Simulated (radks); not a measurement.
Spherical jellium clusters: N electrons in a uniform positive sphere of charge N and radius rs N^(1/3), rs = 2.49 bohr. Calculated with a radial shooting solver with Libxc functionals: non-relativistic Kohn-Sham, LDA (Slater exchange, Perdew-Wang correlation), spin-polarised, spherical densities. Levels are named by radial order and angular momentum (1s, 1p, 1d, 2s, ...), and open shells are averaged over m.

N = 26, configuration 1s2 1p6 1d10 2s2 1f(up 6, down 0). This is the lowest configuration that the search found. Occupied and some empty levels:

level,occupation,eigenvalue (eV),<r> (bohr)
1s up,1,-9.7820,4.411
1s down,1,-9.4646,4.225
1p up,3,-7.9723,5.345
1p down,3,-7.4960,5.245
1d up,5,-5.7934,6.041
1d down,5,-5.2361,6.013
2s up,1,-5.0078,5.242
2s down,1,-4.6732,5.344
1f up,6,-3.3483,6.713
1f down,0,-2.7725,6.766
2p up,0,-2.4909,6.742
2p down,0,-2.1818,6.890
1g up,0,-0.78778,7.618
2d up,0,-0.54918,9.568
2d down,0,-0.33403,10.29
1g down,0,-0.26972,7.913

Energy (eV): total -28.4689, kinetic 107.72, external -2908.2, Hartree 1416.7, exchange-correlation -140.87, background 1496.2.
